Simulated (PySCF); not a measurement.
Species: Cu(AsH3)H (singlet state).
Bonds: Cu1–As2. Hydrogens: H6 on Cu1; H3, H4, H5 on As2.

The closed-shell ground state was solved at several levels (PySCF, density fitting, gas phase). Geometry: PBE0-D3(BJ)/def2-SVP; no solvent, vibrations or thermal averaging. Relativistic effects, spin–orbit coupling among them, are left out although an element past zinc is present.

```tsv
level	basis functions	total energy (Eh)	HOMO (eV)	LUMO (eV)	gap (eV)	dipole (D)
B3LYP/pcSseg-1 (pcSseg-2 on Cu)	134	-3878.6952	-5.95	-0.68	5.27	5.48
PBE0/pcSseg-1 (pcSseg-2 on Cu)	134	-3878.0602	-6.07	-0.48	5.59	5.69
PBE/pcSseg-1 (pcSseg-2 on Cu)	134	-3878.0165	-4.99	-1.29	3.70	5.16
B3LYP/def2-SVPD	104	-3878.3653	-5.95	-1.08	4.87	5.51
```

Q: Estimate the row for PBE/pcJ-1 (pcSseg-1 on As, pcSseg-1 on Cu), a basis of 126 functions; the other rows only guide the guess.

A: Total energy -3877.8035 Eh, HOMO -4.90 eV, LUMO -1.23 eV, gap 3.67 eV, dipole 5.06 D.

Q: Over all these levels, which gives the widest orbital gap and which the narrowest?

A: PBE0/pcSseg-1 (pcSseg-2 on Cu) (global hybrid, 25 % exact exchange) has the widest, 5.59 eV, and PBE/pcJ-1 (pcSseg-1 on As, pcSseg-1 on Cu) (GGA) the narrowest, 3.67 eV. Functional and basis both differ between the two, so the spread mixes both effects.

Q: In the pcSseg-1 (pcSseg-2 on Cu) basis, how does the gap go with the fixed share of exact exchange?

A: PBE (0 %) 3.70 eV; B3LYP (20 %) 5.27 eV; PBE0 (25 %) 5.59 eV. Each rise in the share widens the gap here.

Q: How far do the dipole and the HOMO energy spread over the levels?

A: The dipole runs from 5.06 to 5.69 D (mean 5.38 D) and the HOMO from -6.07 to -4.90 eV.
